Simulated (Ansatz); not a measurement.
Consider the formal exchange of groups at a Te–C bond: `OC(F)[TeH]` + `B1N[SiH2]1` → `[TeH]B1N[SiH2]1` + `OCF`.

Computed with Ansatz on PBE0-D4/def2-TZVP structures; ΔE is electronic, products minus reactants. CBS: MP2 limit from def2 TZ/QZ plus the TZ coupled-cluster correction, frozen cores. Functionals use def2-TZVPP. def2 core potentials past Kr. For Te outer-core shells are correlated without core-valence functions, which leaves a few kJ/mol of doubt a bond. One conformer a species, not always the lowest.

```csv
level,ΔE (eV)
PBE-QIDH,-1.13
SCS-MP2/def2-TZVPP,-1.11
```

Problem. What does CCSD(T)/CBS give? (An estimate is asked.)

Solution. Computed: -1.06 eV. The listed levels differ from it by -0.07, -0.05 eV.

Largest T1 diagnostic among the species: 0.014.

From BLYP to BHLYP (50 % exact exchange), in def2-TZVPP and without D4, ΔE moves by −0.15 eV. At CCSD(T), def2-SVP lies −0.08 eV from the extrapolated value and def2-TZVPP −0.02 eV.
